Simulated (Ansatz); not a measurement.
**BHSSi2: where a starting geometry ends**

The starting geometry of this gas-phase singlet was optimised with GFN2-xTB.

| atom | x (Å) | y (Å) | z (Å) |
| --- | --- | --- | --- |
| B | 1.0899 | -0.6624 | 0.5881 |
| S | 1.9406 | -0.3402 | 1.9297 |
| Si | -0.1612 | -0.7374 | -0.8372 |
| Si | -2.0278 | 0.2356 | -1.4724 |
| H | 0.2460 | -1.7745 | -1.8245 |

**Question.** Predict what becomes of its bonds when it is optimised with PBE0-D3(BJ)/pcseg-1.

**Answer.** It rearranges to `S=[B-]1[Si+]=[SiH]1`. Contacts that close: B1–Si4 (3.84 → 2.02 Å).

The energy falls by 0.59 eV over 23 steps:

```
step  E − E(last) (eV)
   1             0.588
   3             0.473
   6             0.457
   8             0.455
  11             0.365
  13             0.282
  16             0.057
  18             0.009
  21             0.000
  23             0.000
```

Final geometry (Å):

| atom | x (Å) | y (Å) | z (Å) |
| --- | --- | --- | --- |
| B | 0.3223 | -0.1482 | 0.4831 |
| S | 1.6034 | -0.4077 | 1.4811 |
| Si | -0.1868 | -1.0619 | -1.3070 |
| Si | -1.3591 | 0.4755 | -0.4389 |
| H | 0.7078 | -2.1365 | -1.8345 |

No frequencies were run, so the end isn't proven a minimum. Run with Ansatz 0.2.0, 31 s on 1 thread of Intel(R) Xeon(R) 6975P-C (Granite Rapids), on a shared host.
